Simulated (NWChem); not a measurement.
Everything below was run with NWChem. System: H5Si2, charge 0, spin multiplicity 2, at a geometry optimised with UPBE/def2-SVP. The structure started from a generated list of species. Its SCF solution wasn't tested for a lower state. Level: G0W0@UPBE/def2-TZVP, RI basis def2-tzvp-rifit.

The NWChem input:

```
start mol
memory heap 200 mb stack 700 mb global 1700 mb
geometry units angstroms nocenter noautoz
  Si    -0.130271    -1.209204     0.000000
  Si     0.053680     1.124187     0.000000
  H      0.420252    -1.876864     1.234431
  H      0.420252    -1.876864    -1.234431
  H     -0.627536     1.673000    -1.224738
  H     -0.627536     1.673000     1.224738
  H      1.486852     1.597962     0.000000
  symmetry group Cs
end
basis spherical
  * library def2-tzvp
end
basis "ri basis" bse spherical
  * library def2-tzvp-rifit
end
dft
  xc xpbe96 cpbe96
  odft
  mult 2
  iterations 100
  direct
  tolerances tight
end
task dft energy
gw
  states alpha occ 4 vir 2
  states beta occ 4 vir 2
end
task dft gw
```

Part of the output:

```
             Northwest Computational Chemistry Package (NWChem) 7.3.0
             --------------------------------------------------------

                                NWChem Input Module
                                -------------------

 Scaling coordinates for geometry "geometry" by  1.889725989
 (inverse scale =  0.529177249)

 Turning off AUTOSYM since
 SYMMETRY directive was detected!

                             Geometry "geometry" -> ""
                             -------------------------

 Output coordinates in angstroms (scale by  1.889725989 to convert to a.u.)

  No.       Tag          Charge          X              Y              Z
 ---- ---------------- ---------- -------------- -------------- --------------
    1 Si                  14.0000    -0.13027100    -1.20920400     0.00000000
    2 Si                  14.0000     0.05368000     1.12418700     0.00000000
    3 H                    1.0000     0.42025200    -1.87686400     1.23443100
    4 H                    1.0000     0.42025200    -1.87686400    -1.23443100
    5 H                    1.0000    -0.62753600     1.67300000    -1.22473800
    6 H                    1.0000    -0.62753600     1.67300000     1.22473800
    7 H                    1.0000     1.48685200     1.59796200     0.00000000

 Effective nuclear repulsion energy (a.u.)      82.0536724202

            Nuclear Dipole moment (a.u.)
            ----------------------------
        X                 Y               Z
 ---------------- ---------------- ----------------
     0.0000188973    -0.0000075589     0.0000000000

      Symmetry information
      --------------------

 Group name             Cs
 Group number              2
 Group order               2
 No. of unique centers     5

      Symmetry unique atoms

     1    2    3    5    7


 Summary of "ao basis" -> "" (spherical)
 ------------------------------------------------------------------------------
       Tag                 Description            Shells   Functions and Types
 ---------------- ------------------------------  ------  ---------------------
 *                         def2-tzvp                  on all atoms

 new library libraries.bse/

 Summary of "ri basis" -> "" (spherical)
 ------------------------------------------------------------------------------
       Tag                 Description            Shells   Functions and Types
 ---------------- ------------------------------  ------  ---------------------
 *                      def2-tzvp-rifit               on all atoms

  pbe96 is a nonlocal functional; adding pw91lda local functional.

                                 NWChem DFT Module
                                 -----------------

 Summary of "ao basis" -> "ao basis" (spherical)
 ------------------------------------------------------------------------------
       Tag                 Description            Shells   Functions and Types
 ---------------- ------------------------------  ------  ---------------------
 Si                        def2-tzvp                13       37   5s5p2d1f
 H                         def2-tzvp                 4        6   3s1p

 Summary of "ao basis" -> "ao basis" (spherical)
 ------------------------------------------------------------------------------
       Tag                 Description            Shells   Functions and Types
 ---------------- ------------------------------  ------  ---------------------
 Si                        def2-tzvp                13       37   5s5p2d1f
 H                         def2-tzvp                 4        6   3s1p

      Symmetry analysis of basis
      --------------------------

        a'         67
        a"         37

            General Information
            -------------------
          SCF calculation type: DFT
          Wavefunction type:  spin polarized.
          No. of atoms     :     7
          No. of electrons :    33
           Alpha electrons :    17
            Beta electrons :    16
          Charge           :     0
          Spin multiplicity:     2
          Use of symmetry is: on ; symmetry adaption is: on
          Maximum number of iterations: 100
          This is a Direct SCF calculation.
          AO basis - number of functions:   104
                     number of shells:    46
          Convergence on energy requested:  1.00D-06
          Convergence on density requested:  1.00D-05
          Convergence on gradient requested:  5.00D-04

              XC Information
              --------------
          PerdewBurkeErnzerhof Exchange Functional  1.000
            Perdew 1991 LDA Correlation Functional  1.000 local
           PerdewBurkeErnz. Correlation Functional  1.000 non-local

             Grid Information
             ----------------
          Grid used for XC integration:  medium
          Radial quadrature: Mura-Knowles
          Angular quadrature: Lebedev.
          Tag              B.-S. Rad. Rad. Pts. Rad. Cut. Ang. Pts.
          ---              ---------- --------- --------- ---------
          Si                  1.10       88          10.0       590
          H                   0.35       45          12.0       434
          Grid pruning is: on
          Number of quadrature shells:   311
          Spatial weights used:  Erf1

          Convergence Information
          -----------------------
          Convergence aids based upon iterative change in
          total energy or number of iterations.
          Levelshifting, if invoked, occurs when the
          HOMO/LUMO gap drops below (HL_TOL):  1.00D-02
          DIIS, if invoked, will attempt to extrapolate
[...]
   Bfn.  Coefficient  Atom+Function         Bfn.  Coefficient  Atom+Function
  ----- ------------  ---------------      ----- ------------  ---------------
    17      0.205841  1 Si pz                54     -0.202066  2 Si pz
    76      0.174513  3 H  s                 82     -0.174513  4 H  s
    88      0.163662  5 H  s                 94     -0.163662  6 H  s
    77      0.116275  3 H  s                 83     -0.116275  4 H  s
    75      0.109347  3 H  s                 81     -0.109347  4 H  s

 Vector   16  Occ=1.000000D+00  E=-2.727108D-01  Symmetry=a'
              MO Center= -2.8D-02, -1.1D-01, -1.2D-15, r^2= 3.3D+00
   Bfn.  Coefficient  Atom+Function         Bfn.  Coefficient  Atom+Function
  ----- ------------  ---------------      ----- ------------  ---------------
    53     -0.307245  2 Si py                16      0.295474  1 Si py
     7     -0.120087  1 Si py                44      0.120168  2 Si py
    56     -0.118372  2 Si py                76     -0.117620  3 H  s
    82     -0.117620  4 H  s                 13      0.113602  1 Si py
    50     -0.110347  2 Si py                 4      0.109378  1 Si s

 Vector   17  Occ=0.000000D+00  E=-1.330043D-01  Symmetry=a'
              MO Center= -2.7D-01, -9.8D-01, -5.6D-15, r^2= 3.2D+00
   Bfn.  Coefficient  Atom+Function         Bfn.  Coefficient  Atom+Function
  ----- ------------  ---------------      ----- ------------  ---------------
    15      0.380665  1 Si px                18      0.379626  1 Si px
     5     -0.318918  1 Si s                  4     -0.202093  1 Si s
   101     -0.178976  7 H  s                 12      0.149421  1 Si px
     6     -0.147610  1 Si px                 3      0.119239  1 Si s
    53     -0.105444  2 Si py                16      0.089261  1 Si py

 Vector   18  Occ=0.000000D+00  E=-2.250560D-02  Symmetry=a"
              MO Center=  4.5D-02,  1.3D-01, -2.7D-14, r^2= 4.2D+00
   Bfn.  Coefficient  Atom+Function         Bfn.  Coefficient  Atom+Function
  ----- ------------  ---------------      ----- ------------  ---------------
    57      0.705599  2 Si pz                89      0.622258  5 H  s
    95     -0.622258  6 H  s                 77     -0.442342  3 H  s
    83      0.442342  4 H  s                 20      0.435248  1 Si pz
    54      0.232643  2 Si pz                17      0.211205  1 Si pz
    64     -0.139789  2 Si d -1              27      0.136930  1 Si d -1

 Vector   19  Occ=0.000000D+00  E=-1.088998D-02  Symmetry=a'
              MO Center=  1.1D-02,  1.8D-01,  1.6D-14, r^2= 7.0D+00
   Bfn.  Coefficient  Atom+Function         Bfn.  Coefficient  Atom+Function
  ----- ------------  ---------------      ----- ------------  ---------------
     5      1.803217  1 Si s                 42     -1.295413  2 Si s
    56      1.157750  2 Si py                19      0.849482  1 Si py
    77     -0.386773  3 H  s                 83     -0.386773  4 H  s
    55      0.326358  2 Si px                53      0.299624  2 Si py
     4      0.267781  1 Si s                 16      0.247937  1 Si py

   alpha - beta orbital overlaps
   -----------------------------

   alpha      1      2      3      4      5      6      7      8      9     10
    beta      1      2      3      4      5      6      7      8     10      9
 overlap   1.000  1.000  1.000  1.000  0.770  1.000  0.770  0.993  1.000  0.994

   alpha     11     12     13     14     15     16     17     18     19     20
    beta     11     12     13     14     15     16     17     18     19     20
 overlap   0.991  0.990  0.993  0.998  0.993  0.998  0.990  0.996  0.991  0.843

   alpha     21     22     23     24     25     26     27     28     29     30
    beta     21     23     22     24     25     26     27     28     29     30
 overlap   0.861  0.989  0.975  0.743  0.740  0.984  0.906  0.745  0.966  0.728

   alpha     31     32     33     34     35     36     37     38     39     40
    beta     31     32     34     36     33     35     37     38     39     40
 overlap   0.818  0.827  0.720  0.909  0.916  0.725  0.995  0.969  0.942  0.980

   alpha     41     42     43     44     45     46     47     48     49     50
    beta     41     42     43     44     45     46     48     47     49     50
 overlap   0.994  0.994  0.999  0.996  0.998  0.999  0.995  0.902  0.886  0.989

   alpha     51     52     53     54     55     56     57     58     59     60
    beta     51     52     53     54     55     56     57     58     59     60
 overlap   0.963  0.988  0.861  0.989  0.898  0.990  0.957  0.996  0.984  0.976

   alpha     61     62     63     64     65     66     67     68     69     70
    beta     61     62     63     64     65     66     67     68     69     70
 overlap   0.972  0.994  0.950  0.935  0.990  0.989  0.944  0.953  0.994  0.971

   alpha     71     72     73     74     75     76     77     78     79     80
    beta     71     72     73     75     74     76     77     79     78     80
 overlap   0.998  0.970  1.000  0.790  0.790  0.995  0.998  0.999  0.995  0.995

   alpha     81     82     83     84     85     86     87     88     89     90
    beta     81     82     83     84     85     86     87     88     89     90
 overlap   0.991  0.994  0.988  0.996  0.994  0.999  0.999  0.999  0.998  0.999

   alpha     91     92     93     94     95     96     97     98     99    100
    beta     91     92     93     94     95     96     97     98     99    100
 overlap   1.000  1.000  1.000  1.000  1.000  1.000  0.999  0.993  0.999  0.993

   alpha    101    102    103    104
    beta    101    102    103    104
 overlap   0.999  0.999  1.000  1.000

     --------------------------
     Expectation value of S2:
     --------------------------
      <S2> =      0.7538 (Exact =     0.7500)

 center of mass
 --------------
 x =  -0.03290690 y =  -0.03652756 z =   0.00000000

 moments of inertia (a.u.)
 ------------------
         348.721295795448         -17.010131949458           0.000000000000
         -17.010131949458          35.744978328796           0.000000000000
           0.000000000000           0.000000000000         340.935509804757

     Multipole analysis of the density
     ---------------------------------

     L   x y z        total         alpha         beta         nuclear
     -   - - -        -----         -----         ----         -------
     0   0 0 0     -0.000000    -17.000000    -16.000000     33.000000

     1   1 0 0      0.001984      0.380966     -0.379000      0.000019
     1   0 1 0      0.015230      1.081101     -1.065863     -0.000008
     1   0 0 1      0.000000      0.000000      0.000000      0.000000

     2   2 0 0    -23.081702    -20.661655    -15.381169     12.961122
     2   1 1 0      0.009765     -4.752402     -1.483174      6.245341
     2   1 0 1     -0.000000     -0.000000     -0.000000      0.000000
     2   0 2 0    -23.113909   -110.720811   -102.945688    190.552590
     2   0 1 1     -0.000000     -0.000000     -0.000000      0.000000
     2   0 0 2    -22.685270    -22.935776    -21.345884     21.596390

 Task  times  cpu:       10.1s     wall:       10.1s

                                NWChem Input Module
                                -------------------

                                 NWChem GW Module
                                 ----------------

                             ***********************
                             ***        GW       ***
                             ***********************

 Summary of "ri basis" -> "ri basis" (spherical)
 ------------------------------------------------------------------------------
       Tag                 Description            Shells   Functions and Types
 ---------------- ------------------------------  ------  ---------------------
 Si                     def2-tzvp-rifit             29      113   9s7p6d5f2g
 H                      def2-tzvp-rifit              7       15   4s2p1d

                 Memory Information
                 ------------------
          Available GA per process is          1699.8 MBs
          Available stack per process is        700.0 MBs
          Available heap per process is           0.0 MBs

          Peak memory in Initialization
              Peak GA per process is                  9.6 MBs
              Peak stack per process is               0.1 MBs
              Peak heap per process is                9.9 MBs
              Memory not in MA per process            0.0 MBs

          Peak memory in AFF Calculation
              Peak GA per process is                 78.9 MBs
              Peak stack per process is              63.6 MBs
              Peak heap per process is                0.0 MBs
              Memory not in MA per process           63.6 MBs

          Computing 2-center integrals
          Computing Inverse Cholesky factor
          Computing 3-center integrals
          Computing V_xc ...

          Computing Sigma_x
          Computing RPA polarizability
          Solving quasiparticle equations

                  Alpha Orbitals
          State     Energy (eV)     Error (eV)
          -----------------------------------
@GW        14        -11.656           0.002
@GW        15        -11.425           0.002
@GW        16        -10.473           0.002
@GW        17         -7.831           0.002
@GW        18          1.855           0.002
@GW        19          1.963           0.002

                   Beta Orbitals
          State     Energy (eV)     Error (eV)
          -----------------------------------
@GW        13        -11.873           0.002
@GW        14        -11.483           0.002
@GW        15        -11.341           0.002
@GW        16        -10.205           0.002
@GW        17         -1.219           0.002
@GW        18          2.005           0.002

   Applying  -2.6039 eV scissor-shift to rest of particle states

   Applying   2.6188 eV scissor-shift to rest of hole states

   Applying  -2.7845 eV scissor-shift to rest of particle states

   Applying   2.4000 eV scissor-shift to rest of hole states

     GW Timing Statistics
   ------------------------
   Init.   :          0.1s
     ERIs  :          0.9s
     Distr.:          0.0s
     Vxc   :          0.5s
   Sigma_x :          0.0s
   RPA     :          8.8s
   Wmn     :          0.1s
   Sigma_c :          0.1s
   GW total:         10.5s

 Task  times  cpu:       10.5s     wall:       10.5s

 Total times  cpu:       20.7s     wall:       20.7s
```
